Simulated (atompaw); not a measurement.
## magnesium: one change to a PAW (atompaw) potential, before and after

| Quantity | Value |
| --- | --- |
| Element | Mg |
| Generator | atompaw 4.2.0.5 |
| Type | PAW |
| Functional | PBEsol |
| Relativity | scalar-relativistic |
| Frozen core | [He] 2s2 |
| Valence charge | 8 |
| Reference configuration | 2p6 3s1.75 3p0.25 |
| Partial waves | 3s (bound); 3s channel at 1.95 Ry; 2p (bound); 3p (bound); 3d channel at 0.4 Ry |
| Local potential | vpsmatchnc scheme with l = 3 at -0.5 Ry, radius 2.00 bohr |
| Core correction | smooth core density matched at 1.80 bohr |
| Augmentation charge | sinc compensation charge, radius 2.50 bohr; PAW radius 2.80 bohr; waves and projectors: bloechl |

Change: all radii scaled by about 1.09 (s 3.06, p 0.88, d 3.06 bohr); local potential vpsmatchnc scheme with l = 3 at -0.5 Ry, radius 2.18 bohr; augmentation sinc compensation charge, radius 2.72 bohr; PAW radius 3.06 bohr; waves and projectors: bloechl; core correction smooth core density matched at 1.96 bohr.

Cutoffs: the cutoffs (Ry, on a coarse ladder) from which the occupation-weighted sum of valence levels, in a spherical-Bessel basis at the reference potential, stays within 10 and 1 mRy of its value at 400 Ry; they do not see the model core or the augmentation charge, which bear on the density cutoff.

Task: What does the change do?

Result: The potential gets softer (35 Ry and 45 Ry → 30 Ry and 40 Ry); neither file shows a bound ghost. A larger radius leaves more room for a smooth pseudo-wave, so fewer plane waves are needed.

```tsv
quantity	base	changed
cutoff, loose	35 Ry	30 Ry
cutoff, tight	45 Ry	40 Ry
loose cutoff by channel (10 mRy a level)	s 10 Ry, p 25 Ry	s 12 Ry, p 25 Ry
bound ghosts	none	none
lowest overlap eigenvalue by channel	s 0.30, p 1.00, d 1.00	s 0.26, p 1.00, d 1.00
```

 The cutoffs see the waves, projectors and local potential, not the compensation charge or the core.
